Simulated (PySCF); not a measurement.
# How methods differ on the fine-structure interval of Cu²⁺

Cu²⁺ [Ar] 3d9 [3d3/2^4 3d5/2^5, M_J = 5/2] → Cu²⁺ [Ar] 3d9 [3d3/2^3 3d5/2^6, M_J = 3/2], as a difference of total energies. All numbers are calculated (PySCF 2.14, the two-component X2C-1e Hamiltonian, in x2c-SVPall-2c (5s5p3d1f, 42 functions)). Correlated levels: [Ne] frozen; the 6 highest virtual spinors dropped. "Screened" scales the spin-orbit matrix elements by Boettger's factors to mimic the two-electron term; Breit and QED terms are absent.

| method | fine-structure interval (cm⁻¹) |
| --- | --- |
| GHF (screened spin-orbit) | 2220.0 |
| GMP2 (screened spin-orbit) | 2274.5 |
| GHF (bare spin-orbit) | 3399.0 |
